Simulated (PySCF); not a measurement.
**Polarisability and C₆ of W⁺ (tungsten, charge +1)**

[Xe] 4f14 5d4 6s1, high-spin 6D determinant. Calculation: PySCF 2.14, in aug-cc-pVQZ-PP with ECP60MDF (7s7p6d4f3g2h, 135 functions); a scalar-relativistic core potential. Coupled (time-dependent) response in atomic units; α is the mean over directions.

```tsv
method	mean α (bohr³)	α xx, yy, zz	C₆ (like pair)	S(−4)
UHF	44.27	43.73, 43.73, 45.34	389.5	924.4
PBE	35.00	34.33, 34.33, 36.35	299.5	501.1
```

S(−4) is the Cauchy moment in α(ω) = α(0) + S(−4) ω² + …

Spin-orbit coupling is absent.

α(iu) at UHF:

```tsv
u (hartree)	α(iu) (bohr³)
0	44.27
0.0500	42.10
0.100	36.91
0.200	25.86
0.300	18.49
0.500	11.20
0.750	7.269
1.00	5.246
1.50	3.183
2.00	2.151
3.00	1.163
5.00	0.4867
```

A single London oscillator, α(iu) = α/(1 + u²/ω²), gives C₆ = (3/4) ω α². Matching the computed C₆ needs ω = 4 × 389.5 / (3 × 44.27²) = 0.265 hartree.

For an ion, C₆ is the dispersion term alone; charge-induced terms of lower order in 1/R come first.

The components differ because the open shell of this determinant is not spherical; for a pure term their mean is the scalar polarisability.

Energies and moments cover only the electrons outside the core potential. Spin-orbit coupling, absent here, splits the open shell strongly.
